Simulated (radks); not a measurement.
Results of a calculation; reference values are marked as such.
Q: These are the eigenvalues of the occupied orbitals of an atom or ion with whole-number occupations (hartree). Code: a radial shooting solver on a logarithmic mesh with Libxc functionals. Model: scalar-relativistic Kohn-Sham, PBE, spin-polarised, spherical densities, finite nucleus; Fermi nuclear charge, rms radius of each element as measured or else 0.836 A^(1/3) + 0.57 fm.

1s up: -1164.454
1s down: -1164.452
2s up: -180.3978
2s down: -180.3965
2p up: -162.1705
2p down: -162.1692
3s up: -37.62100
3s down: -37.61880
3p up: -31.69468
3p down: -31.69243
3d up: -22.73295
3d down: -22.73093
4s up: -8.16803
4s down: -8.16245
4p up: -6.32832
4p down: -6.32127
4d up: -3.63856
4d down: -3.62539
5s up: -2.41350

Which element is it, and in what charge state? The configuration may be excited. Open shells, if any, are filled with parallel spins first.

A: Z = 52, tellurium, charge +5: Te5+ in [Kr] 4d10 5s1. The list shows which subshells hold electrons but not how many an open one holds; the 1s level, -1164.5 hartree, gives Z - s = 48.3 by -(Z - s)^2/2, which with screening and relativity narrows Z to a few neighbours, and the depths of the outer levels then fix element, charge and occupations together.
